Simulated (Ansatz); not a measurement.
Cost and result for the atomization energy of `[SiH3]N([SiH3])[Si](Cl)(Cl)N([SiH3])[SiH3]` (21 atoms, 20 bonds).

Cartesian coordinates in Å:
```
Si 0.406 1.917 -1.181
N 0.466 0.177 -1.352
Si 1.696 -0.482 -2.404
Si -0.680 -0.775 -0.529
Cl -0.217 -2.734 -0.922
Cl -2.572 -0.445 -1.248
N -0.730 -0.479 1.146
Si 0.745 -0.604 2.077
Si -2.194 -0.087 2.016
H 1.654 2.415 -0.546
H -0.755 2.253 -0.321
H 0.251 2.563 -2.508
H 2.634 -1.360 -1.664
H 2.439 0.700 -2.919
H 1.106 -1.224 -3.544
H 1.831 -1.028 1.158
H 0.590 -1.604 3.163
H 1.089 0.710 2.678
H -1.774 0.058 3.436
H -2.779 1.194 1.551
H -3.204 -1.167 1.911
```

The species carries charge 0 and has multiplicity 1. All single points use the PBE0-D4/def2-TZVP geometry. It is one conformer, not always the lowest. Program: Ansatz. All runs use 6 threads of an AMD EPYC 7R13 on a shared host and a share of an NVIDIA H100 80 GB. Times are those of one run each, without the atoms' runs, and a repeat can differ threefold. Electronic energies, without spin–orbit coupling; frozen cores. CCSD(T)/CBS adds CCSD(T) − MP2 in def2-TZVPP to the MP2 limit, and its time is that of the two runs behind it. T1 = 0.011. B3LYP takes the VWN-RPA correlation (the form of Gaussian; ORCA's B3LYP/G). HSE06 is the plane-wave form, built on full-range PBE exchange.

CCSD(T)/CBS is a level of theory with its own doubt, some kJ/mol a heavy atom from the limit and from the frozen cores, so smaller differences don't rank the functionals.

```json
{"level": "revPBE-D4/def2-TZVPP", "functions": "524", "wall time": "1.8 s", "atomization (kJ/mol)": "6756.4", "difference from CCSD(T)/CBS": "-169.5", "per bond": "-8.5"}
{"level": "BLYP-D4/def2-TZVPP", "functions": "524", "wall time": "2.2 s", "atomization (kJ/mol)": "6832.6", "difference from CCSD(T)/CBS": "-93.3", "per bond": "-4.7"}
{"level": "r2SCAN-D4/def2-TZVPP (with forces)", "functions": "524", "wall time": "2.7 s", "atomization (kJ/mol)": "6887.0", "difference from CCSD(T)/CBS": "-38.9", "per bond": "-1.9"}
{"level": "PBE-D4/def2-TZVPP (with forces)", "functions": "524", "wall time": "3.2 s", "atomization (kJ/mol)": "6860.7", "difference from CCSD(T)/CBS": "-65.2", "per bond": "-3.3"}
{"level": "r2SCANh-D4/def2-TZVPP", "functions": "524", "wall time": "3.3 s", "atomization (kJ/mol)": "6862.3", "difference from CCSD(T)/CBS": "-63.6", "per bond": "-3.2"}
{"level": "BHLYP-D4/def2-TZVPP", "functions": "524", "wall time": "3.5 s", "atomization (kJ/mol)": "6819.2", "difference from CCSD(T)/CBS": "-106.7", "per bond": "-5.3"}
{"level": "HSE06-D4/def2-TZVPP", "functions": "524", "wall time": "3.8 s", "atomization (kJ/mol)": "6831.4", "difference from CCSD(T)/CBS": "-94.5", "per bond": "-4.7"}
{"level": "CCSD(T)/def2-SVP", "functions": "214", "wall time": "4.3 s", "atomization (kJ/mol)": "6351.3", "difference from CCSD(T)/CBS": "-574.6", "per bond": "-28.7"}
{"level": "ωB97X-V/def2-TZVPP", "functions": "524", "wall time": "4.4 s", "atomization (kJ/mol)": "6978.5", "difference from CCSD(T)/CBS": "52.6", "per bond": "2.6"}
{"level": "MP2/def2-QZVPP", "functions": "964", "wall time": "7 s", "atomization (kJ/mol)": "6899.3", "difference from CCSD(T)/CBS": "-26.6", "per bond": "-1.3"}
{"level": "B3LYP-D4/def2-TZVPP (with forces)", "functions": "524", "wall time": "7.5 s", "atomization (kJ/mol)": "6899.2", "difference from CCSD(T)/CBS": "-26.7", "per bond": "-1.3"}
{"level": "CCSD(T)/def2-TZVPP", "functions": "524", "wall time": "32 s", "atomization (kJ/mol)": "6709.7", "difference from CCSD(T)/CBS": "-216.2", "per bond": "-10.8"}
{"level": "CCSD(T)/CBS(def2)", "functions": "–", "wall time": "39 s", "atomization (kJ/mol)": "6925.9", "difference from CCSD(T)/CBS": "0.0", "per bond": "0.0"}
```

From BLYP to BHLYP (50 % exact exchange), in def2-TZVPP and without D4, the atomization energy moves by +54.4 kJ/mol. The D4 term adds +153.8 kJ/mol with B3LYP and +83.7 kJ/mol with PBE0; it sums over pairs of atoms, weighted by their polarisabilities, and B3LYP, whose exchange is more repulsive, gets the larger term. In def2-TZVPP, CCSD(T) changes the Hartree–Fock value by +1603.0 kJ/mol (the triples alone add +90.4 kJ/mol) and MP2 by +1662.0 kJ/mol; breaking electron pairs costs correlation energy, which Hartree–Fock lacks.
